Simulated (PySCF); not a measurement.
**ORD: `Cl[Si@H]1C[Si@H](Cl)[SiH2][SiH2]O1`, CH₈Cl₂OSi₄**

Geometry (Å), atoms numbered from 1 in this order:
```xyz
16

Cl    0.441   -2.082    2.264
Si    0.392   -1.891    0.261
C    -1.285   -1.175   -0.263
Si   -1.625    0.606    0.354
Cl   -3.375    1.191   -0.524
Si    0.189    1.981   -0.190
Si    2.102    0.680   -0.346
O     1.560   -0.863   -0.167
H     0.759   -3.147   -0.371
H    -2.082   -1.838    0.074
H    -1.331   -1.185   -1.353
H    -1.945    0.518    1.785
H    -0.050    2.732   -1.437
H     0.342    3.043    0.822
H     3.104    0.833    0.714
H     2.797    0.607   -1.634
```

Theory: PySCF, TDDFT CAM-B3LYP/def2-SVPD circular dichroism and optical rotation, one conformer, gas phase. Geometry: GFN2-xTB.

Stereocentres: Si2 S, Si4 S.

**Question.** What is the specific rotation at 633, 589.3, 546, 436, 405, 365, 355 nm?

**Answer.** [α] in deg dm⁻¹ (g/mL)⁻¹:
| λ (nm) | origin-invariant length gauge | modified velocity gauge | length gauge (centre of mass) | isotropic polarisability (au) |
| --- | --- | --- | --- | --- |
| 633 | -24.2 | -21.7 | -22.5 | 146.4 |
| 589.3 | -28.4 | -25.5 | -26.4 | 147.1 |
| 546 | -33.9 | -30.5 | -31.5 | 148.0 |
| 436 | -58.7 | -53.2 | -54.8 | 151.7 |
| 405 | -71.2 | -64.8 | -66.7 | 153.4 |
| 365 | -95.4 | -87.3 | -89.6 | 156.4 |
| 355 | -103.6 | -95.0 | -97.4 | 157.4 |

**Question.** And for the mirror image at 589.3 nm?

**Answer.** +28.4 deg dm⁻¹ (g/mL)⁻¹ (origin-invariant length gauge): the same size and the opposite sign.

**Question.** What is the molar rotation [Φ] = [α]·M/100 of the geometry above at 589.3 nm?

**Answer.** With M = 219.31 g/mol, -62.3 deg cm² dmol⁻¹ (origin-invariant length gauge).

The first excitation lies at 5.91 eV (210 nm) with R = +5.5 × 10⁻⁴⁰ esu² cm² (velocity form).
